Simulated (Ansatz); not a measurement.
`N=C([SiH3])[SiH2]N` + `N[Si](O)(O)O` → `N[SiH2]O[Si](N)(O)O` + `N=C[SiH3]`  (ligand exchange at the Si–C bond)

Computed with Ansatz on PBE0-D4/def2-TZVP structures; ΔE is electronic, products minus reactants. CCSD(T)/CBS adds triple-zeta CCSD(T) − MP2 to the extrapolated MP2 energy (def2 sets, frozen cores). Functionals use def2-TZVPP. B3LYP here is the variant with VWN-RPA as its local correlation; programs differ in this. One conformer a species, not always the lowest.

`N=C([SiH3])[SiH2]N`:

```xyz
13

N     1.024    0.148    1.318
C     0.345    0.376    0.258
Si    0.385    2.052   -0.635
Si   -0.715   -1.073   -0.379
N    -0.644   -2.511    0.549
H     1.572    0.965    1.608
H    -0.973    2.657   -0.675
H     0.862    1.890   -2.034
H     1.314    2.939    0.119
H    -2.121   -0.589   -0.418
H    -0.250   -1.364   -1.762
H     0.235   -3.007    0.571
H    -1.034   -2.483    1.479
```

`N[Si](O)(O)O`:

Cartesian coordinates in Å:
```
N 0.914 1.003 0.660
Si -0.099 -0.101 -0.137
O 0.476 -1.605 -0.453
O -0.390 0.616 -1.576
O -1.414 -0.390 0.801
H 1.579 1.540 0.129
H 1.231 0.837 1.599
H 0.130 -2.306 0.100
H -0.592 0.020 -2.299
H -1.837 0.384 1.176
```

`N[SiH2]O[Si](N)(O)O`:

Z-matrix (Å, degrees):
```
Si
O 1 1.633
N 1 1.732 2 110.3
H 1 1.484 2 107.9 3 121.9
H 1 1.483 2 109.4 3 -117.1
Si 2 1.642 1 131.6 3 -11.8
H 3 1.008 1 118.1 2 -129.1
H 3 1.009 1 119.0 2 92.5
N 6 1.704 2 106.7 1 -76.1
O 6 1.631 2 109.7 1 162.8
O 6 1.633 2 109.9 1 43.8
H 9 1.008 6 118.2 2 170.1
H 9 1.008 6 118.5 2 -52.2
H 10 0.958 6 116.7 2 -69.9
H 11 0.968 6 111.0 2 -38.1
```

`N=C[SiH3]`:

```xyz
8

N    -1.579   -0.577   -0.328
C    -0.334   -0.706   -0.112
Si    0.726    0.827    0.192
H    -2.030   -1.483   -0.476
H     0.156   -1.692   -0.096
H     1.801    0.883   -0.836
H     1.378    0.706    1.525
H    -0.119    2.041    0.132
```

Q: Is it downhill or uphill in electronic energy at CCSD(T)/CBS, and by how much? (An estimate is asked.)

A: The calculation gave: Downhill: ΔE = -1.38 eV.

Q: What do these levels give: PBE-D4, r2SCAN-D4, B3LYP-D4, ωB97X-V, ωB97M-V, B2PLYP, PBE, PBE0, B3LYP, HF/def2-TZVPP, MP2/def2-TZVPP, HF/CBS(def2)? (Best estimate.)

A: Computed: PBE-D4 -1.22, r2SCAN-D4 -1.36, B3LYP-D4 -1.39, ωB97X-V -1.38, ωB97M-V -1.39, B2PLYP -1.39, PBE -1.21, PBE0 -1.28, B3LYP -1.36, HF/def2-TZVPP -1.54, MP2/def2-TZVPP -1.39, HF/CBS(def2) -1.56 eV.

Largest T1 diagnostic among the species: 0.013.

In def2-TZVPP, CCSD(T) changes the Hartree–Fock value by +0.16 eV (the triples alone add +0.03 eV) and MP2 by +0.15 eV. From PBE to PBE0 (25 % exact exchange), in def2-TZVPP and without D4, ΔE moves by −0.07 eV.
